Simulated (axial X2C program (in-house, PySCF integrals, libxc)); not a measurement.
# LiZr⁻: properties at the nuclei

Computed with an in-house all-electron X2C program for linear molecules (integrals from PySCF): two-component X2C with atomic mean-field Coulomb and Gaunt terms, Gaussian nuclei, basis Zr dyall-acv3z, Li dyall-av3z with contracted cores.

R = 3.067 Å (near the PBE0 minimum at charge -1 of the determinant lowest at the starting distance; the state shown can have its own minimum elsewhere).

Determinant lowest in the PBE0 search, Ω = 2 (⟨Sz⟩ = -1.00, ⟨Lz⟩ = 3.00 at PBE0), spin on the atoms Zr -1.37, Li 0.37:

| level | Eeff magnitude (GV/cm) | Ws magnitude Zr (kHz) | A∥/gI Zr (MHz) | qzz Zr (a.u.) | A∥/gI Li (MHz) | qzz Li (a.u.) |
| --- | --- | --- | --- | --- | --- | --- |
| PBE0 | 1.22 | 0.333 | 249 | -0.74 | 7.73 | -0.01 |
| HF | 5.51 | 1.42 | 69.8 | -0.57 | 1.02 | -0.02 |
| TPSSh | 1.27 | 0.343 | 245 | -0.76 | 8 | -0.01 |
| PBE | 0.751 | 0.214 | 258 | -0.66 | 9.06 | -0.01 |
| B3LYP | 0.715 | 0.208 | 275 | -0.65 | 9.63 | -0.01 |

Determinant 0.02 eV from it at PBE0 and this distance, Ω = 1 (⟨Sz⟩ = -2.00, ⟨Lz⟩ = 3.00 at PBE0), spin on the atoms Zr -1.67, Li -0.32:

```json
{"level": "PBE0", "Eeff magnitude (GV/cm)": "1.54", "Ws magnitude Zr (kHz)": "0.69", "A∥/gI Zr (MHz)": "212", "qzz Zr (a.u.)": "-0.83", "A∥/gI Li (MHz)": "-27.8", "qzz Li (a.u.)": "-0.01"}
{"level": "HF", "Eeff magnitude (GV/cm)": "3.98", "Ws magnitude Zr (kHz)": "1.86", "A∥/gI Zr (MHz)": "23", "qzz Zr (a.u.)": "-0.26", "A∥/gI Li (MHz)": "-55", "qzz Li (a.u.)": "-0.03"}
{"level": "TPSSh", "Eeff magnitude (GV/cm)": "1.56", "Ws magnitude Zr (kHz)": "0.703", "A∥/gI Zr (MHz)": "163", "qzz Zr (a.u.)": "-0.92", "A∥/gI Li (MHz)": "-26.1", "qzz Li (a.u.)": "-0.01"}
{"level": "PBE", "Eeff magnitude (GV/cm)": "1.23", "Ws magnitude Zr (kHz)": "0.544", "A∥/gI Zr (MHz)": "272", "qzz Zr (a.u.)": "-0.82", "A∥/gI Li (MHz)": "-32.2", "qzz Li (a.u.)": "-0.01"}
{"level": "B3LYP", "Eeff magnitude (GV/cm)": "1.04", "Ws magnitude Zr (kHz)": "0.442", "A∥/gI Zr (MHz)": "290", "qzz Zr (a.u.)": "-0.69", "A∥/gI Li (MHz)": "-44.3", "qzz Li (a.u.)": "-0.02"}
```

Eeff is the effective electric field on the electron electric dipole moment in this Ω state and Ws the scalar–pseudoscalar constant of the nucleus named (defined with the proton number Z and per Ω); A∥ (defined per Ω) follows by multiplying with gI = μI/(I μN); qzz is the electric field gradient, eQq0 = 234.96 MHz × Q/barn × qzz. The operators were transformed with the bare-nucleus X2C matrices; with these basis sets, hyperfine constants and field gradients can be off by tens of per cent, and where levels differ in sign neither size nor sign is settled.

Question: With Q(91Zr) = -0.176 barn (Q from Pyykkö, Mol. Phys. 2018), turn the PBE0 values of the first state into constants in MHz.

Answer: eQq0(91Zr) = 234.96 × (-0.176) × (-0.74) = 30.6 MHz.

Each state is one determinant with collinear spin, which with several unpaired electrons need not be a pure state. Unrestricted Hartree–Fock can overshoot spin polarisation at the nuclei. For an anion, determinants above electron detachment, or with a positive highest level, are held by the basis set. With several open shells hyperfine constants can be off by a factor of several. Where Eeff spreads by more than a factor of two the levels disagree and none is to be relied on. In the state Ω = 2 the atomic spins oppose each other (-1.37, 0.37): a broken-symmetry determinant whose values are not spin-projected. Open-shell Ω = 0 determinants with evenly filled partner blocks cannot be reached by this program, so the Ω shown need not be the lowest component. At PBE, TPSSh a later determinant lies lower. States lie within half an eV, so the first need not be the ground state. Further determinants of the search, some of them spin-mixed, are not shown. Where a field gradient or hyperfine factor spreads by more than a factor of two over the levels, a constant derived from it is not to be relied on. PBE0 term energies can be off by some tenths of an eV.
